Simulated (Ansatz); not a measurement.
Sn₃Pt₂⁺ (the lowest doublet isomer of a short search). Total charge 1; doublet. Geometry B3LYP-D4/def2-SVP, basis def2-TZVP, Ansatz.

```xyz
5

Pt    0.6467    1.4525    0.4569
Pt    1.0908   -1.1591    0.0234
Sn    0.4122    0.6980   -2.0855
Sn   -0.6087   -0.1795    2.1453
Sn   -1.5411   -0.8120   -0.5400
```

| run | HOMO (eV) | LUMO (eV) |
| --- | --- | --- |
| A | -8.96 | -8.52 |
| B | -9.67 | -7.67 |
| C | -9.89 | -7.59 |
| D | -9.12 | -8.36 |
| E | -9.43 | -8.04 |

In the def2 sets Pt, Sn take a core potential; there is no spin–orbit coupling. No other spin state of charge 1 was run. Another isomer (doublet) lies 0.03 eV lower at r2SCAN-D4/def2-TZVP; other spin states weren't run for this one.

HOMO and LUMO are taken over both spins.

Task: The runs used PBE, PBE0, r2SCAN, r2SCAN0, r2SCANh. Estimate which is which.

Result: A PBE (0 % exact exchange); B PBE0 (25 % exact exchange); C r2SCAN0 (25 % exact exchange); D r2SCAN (0 % exact exchange); E r2SCANh (10 % exact exchange). Exact exchange lowers occupied and raises empty levels; among semilocal functionals meta-GGAs tend to open the gap a little, and such runs are hard to tell apart. The gap grows from 0.44 eV (PBE) to 2.30 eV (r2SCAN0). At r2SCAN0-D4/def2-TZVP, r2SCANh-D4/def2-TZVP the charge 1 doublet is spin-contaminated (final ⟨S²⟩ up to 1.04, 0.75 for a pure state).
